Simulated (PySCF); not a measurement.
## Splitting trees

Molfile (atoms numbered from 1):
```
C7HN
     RDKit          3D

  9  8  0  0  0  0  0  0  0  0999 V2000
   -3.8281   -0.2710   -0.8982 C   0  0  0  0  0  0  0  0  0  0  0  0
   -2.6467   -0.1836   -0.6122 C   0  0  0  0  0  0  0  0  0  0  0  0
   -1.3278   -0.0862   -0.2923 C   0  0  0  0  0  0  0  0  0  0  0  0
   -0.1375    0.0020   -0.0041 C   0  0  0  0  0  0  0  0  0  0  0  0
    1.1746    0.0988    0.3144 C   0  0  0  0  0  0  0  0  0  0  0  0
    2.3627    0.1871    0.6021 C   0  0  0  0  0  0  0  0  0  0  0  0
    3.6880    0.2852    0.9238 C   0  0  0  0  0  0  0  0  0  0  0  0
    4.8170    0.3689    1.1976 N   0  0  0  0  0  0  0  0  0  0  0  0
   -4.8705   -0.3485   -1.1505 H   0  0  0  0  0  0  0  0  0  0  0  0
  1  2  3  0
  2  3  1  0
  3  4  3  0
  4  5  1  0
  5  6  3  0
  6  7  1  0
  7  8  3  0
  1  9  1  0
M  END
```

All values are calculated (PySCF 2.14.0 with density-fitted response routines): B3LYP/pcJ-1 coupling constants, geometry from PBE0-D3(BJ)/def2-SVP, PBE/pcSseg-2 with gauge-including orbitals. In vacuum, one computed conformer, non-relativistic Hamiltonian.

References, each an isolated molecule treated in the same way: ¹³C (179.39 ppm) against TMS.

Spectrometer: 400 MHz for ¹H. First-order analysis; couplings under 1 Hz (under 4 Hz in carbon signals) are ignored, and nearly equal couplings are merged; the smaller ones broaden or split the lines further.

Q: What pattern does C1 show in the proton-coupled ¹³C spectrum?

A: A doublet at δ 69.5: 289.7 Hz to H9 (1 × ¹H, 1 bond away). Lines in Hz from the centre (relative intensity): +144.8 (1), -144.8 (1). The outer lines are 289.7 Hz apart, the sum of the couplings kept, or 2.880 ppm at this field.

Q: What pattern does C2 show in the proton-coupled ¹³C spectrum?

A: A doublet at δ 73.1: 53.8 Hz to H9 (1 × ¹H, 2 bonds away). Lines in Hz from the centre (relative intensity): +26.9 (1), -26.9 (1). The outer lines are 53.8 Hz apart, the sum of the couplings kept, or 0.535 ppm at this field.
